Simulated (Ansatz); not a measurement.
C2H5FS2Si, SMILES `FCC(=S)[SiH2]S`, relaxed with RKS PBE-D4/def2-SVP in the Gaussian-basis code of Ansatz from a rough embedded geometry. The force threshold is 0.03 eV/Å; the program also tests the step.

Total charge 0; spin multiplicity 1.

Start:

```xyz
11

F    -2.232   -0.185   -0.753
C    -1.124   -0.849   -1.026
C     0.025    0.036   -0.766
S     1.319    0.323   -1.843
Si    0.198    0.834    0.934
S     1.710   -0.217    2.082
H    -1.041   -1.745   -0.381
H    -1.142   -1.168   -2.035
H    -1.045    0.665    1.694
H     0.596    2.233    0.858
H     2.736    0.073    1.237
```

Q: By how much does the energy fall, and how many steps does the optimiser take? (An estimate is asked.)

A: Ansatz gave: 49.77 kJ/mol, in 17 steps, 1 of them rejected.

Q: Which bonds change most? (Estimate.)

A: Ansatz gave: C3–S4 from 1.708 to 1.639 Å; F1–C2 from 1.320 to 1.387 Å; C2–H8 from 1.058 to 1.114 Å; C3–Si5 from 1.885 to 1.941 Å.

Q: Give the relaxed structure. (An estimate is asked.)

A: Computed: 
```xyz
11

F    -2.109    0.088   -0.546
C    -1.079   -0.611   -1.156
C     0.235   -0.367   -0.467
S     1.625   -1.030   -1.028
Si    0.157    0.763    1.109
S     2.148    0.858    1.878
H    -1.314   -1.701   -1.131
H    -1.012   -0.306   -2.226
H    -0.816    0.145    2.074
H    -0.378    2.102    0.683
H     2.543    0.058    0.810
```
